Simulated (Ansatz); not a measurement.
Z-matrix (Å, degrees):
```
Si
O 1 1.6540
H 2 0.9579 1 117.54
H 1 1.4838 2 105.46 3 -179.24
H 1 1.4926 4 108.51 2 119.32
Si 1 2.3476 4 110.68 5 119.01
H 6 1.4879 1 111.31 4 56.29
H 6 1.4891 7 108.82 1 121.59
H 6 1.4905 7 108.19 8 117.42
```
Charge +1, spin multiplicity 2.

All values below come from frozen-core CCSD(T)/def2-TZVPP // PBE0-D4/def2-TZVP in Ansatz (a program for electronic structure). The geometry is that of the parent before the electron was removed.

- HF energy = -655.96331 Ha
- MP2 correlation energy = -0.47520 Ha

Q: Estimate the CCSD correlation energy, the (T) correction, the total energy and the T1 diagnostic.

A: 
```yaml
CCSD correlation energy: -0.52043 Ha
"(T) correction": -0.01859 Ha
CCSD(T) total energy: -656.50233 Ha
T1 diagnostic: 0.025
```
